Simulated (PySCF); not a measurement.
Two-photon absorption: SMILES c1cc2ccc(-c3ccncc3)ccc-2c1, C₁₅H₁₁N

Geometry:
```csv
atom,x (Å),y (Å),z (Å)
C1,-4.587,-0.198,-0.228
C2,-3.858,0.405,0.794
C3,-2.497,0.259,0.522
C4,-1.457,0.727,1.302
C5,-0.093,0.628,1.083
C6,0.593,0.014,0.034
C7,2.068,0.093,0.099
C8,2.715,1.307,0.320
C9,4.099,1.327,0.370
N10,4.851,0.249,0.229
C11,4.240,-0.905,0.024
C12,2.864,-1.041,-0.055
C13,0.069,-0.661,-1.069
C14,-1.253,-0.879,-1.420
C15,-2.402,-0.492,-0.756
C16,-3.713,-0.742,-1.165
H17,-5.661,-0.238,-0.284
H18,-4.269,0.905,1.652
H19,-1.754,1.247,2.207
H20,0.537,1.074,1.844
H21,2.147,2.219,0.427
H22,4.636,2.252,0.532
H23,4.890,-1.765,-0.080
H24,2.415,-2.010,-0.212
H25,0.806,-1.053,-1.760
H26,-1.413,-1.428,-2.342
H27,-3.994,-1.270,-2.058
```

Method: PySCF 2.14.0, TDDFT PBE0/def2-SVPD excited states, vertical, gas phase. Geometry: GFN2-xTB.

(1) Give the one- and two-photon strengths of the lowest singlets.

Results:

(1) δ for parallel linear polarisation; σ at the peak of a Lorentzian of half width 0.1 eV, single beam; Ω is circular over linear.
| state | E (eV) | f | photon λ (nm) | δ (au) | σ (GM) | Ω | main |
| --- | --- | --- | --- | --- | --- | --- | --- |
| S1 | 2.34 | 0.007 | 1061 | 6.43 | 0.01 | 1.50 | HOMO→LUMO 0.97 |
| S2 | 3.60 | 0.019 | 688 | 1.42 | 0.01 | 1.41 | HOMO−1→LUMO 0.56, HOMO→LUMO+1 0.43 |
| S3 | 4.17 | 0.001 | 595 | 11.7 | 0.07 | 1.50 | HOMO−2→LUMO 0.90, HOMO−2→LUMO+2 0.09 |
| S4 | 4.47 | 0.001 | 555 | 4580 | 33.44 | 1.50 | HOMO→LUMO+2 0.96 |
| S5 | 4.59 | 0.007 | 540 | 300 | 2.32 | 1.50 | HOMO−3→LUMO 0.85, HOMO−1→LUMO+1 0.11 |

Among these, the strongest one-photon state is S2, the strongest two-photon state S4, with a dipole change of 14.4 D (relaxed, norm of the difference vector). Half the energy of S3, S4, S5 comes within 0.4 eV of the allowed S1 or passes it, which inflates δ.
